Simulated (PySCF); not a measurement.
Computed magnetic data of one metal complex (SC-NEVPT2 in the d shell, PySCF, with spin-orbit coupling):

| T / K | χT / cm³ K mol⁻¹ | μeff / μB |
| --- | --- | --- |
| 2 | 0.876 | 2.65 |
| 5 | 0.876 | 2.65 |
| 10 | 0.877 | 2.65 |
| 20 | 0.878 | 2.65 |
| 30 | 0.878 | 2.65 |
| 50 | 0.880 | 2.65 |
| 75 | 0.882 | 2.66 |
| 100 | 0.884 | 2.66 |
| 150 | 0.888 | 2.67 |
| 200 | 0.892 | 2.67 |
| 250 | 0.896 | 2.68 |
| 300 | 0.900 | 2.68 |

Powder magnetisation at 2 K: 0.39 μB at 0.5 T, 0.74 μB at 1 T, 1.26 μB at 2 T, 1.56 μB at 3 T, 1.79 μB at 5 T, 1.85 μB at 7 T.

Task: Which of these complexes, all computed at model or optimised geometries, gave the data?
A. [VCl6]3- (d2, octahedral)
B. MoBr4 (d2, tetrahedral)
C. [Ni(H2O)6]2+ (d8, octahedral)
D. Ni(OH)2 (d8, linear)

Result: B. MoBr4 (d2, tetrahedral) has NEVPT2: 2S+1 = 3, 2.68 μB at 300 K, 2.65 μB at 10 K, 1.85 μB at 7 T. The others: [VCl6]3- (d2, octahedral) has NEVPT2: 2S+1 = 3, 2.71 μB at 300 K, 0.99 μB at 10 K, 0.30 μB at 7 T; [Ni(H2O)6]2+ (d8, octahedral) has NEVPT2: 2S+1 = 3, 3.29 μB at 300 K, 3.21 μB at 10 K, 2.26 μB at 7 T; Ni(OH)2 (d8, linear) has NEVPT2: 2S+1 = 3, 4.25 μB at 300 K, 1.95 μB at 10 K, 0.57 μB at 7 T.

The d shell alone is too small an active space for MoBr4 (an active orbital has only 0.64 squared overlap with the free ion's shell): its levels, fitted parameters, g values and moments show what this model gives and aren't sound predictions.
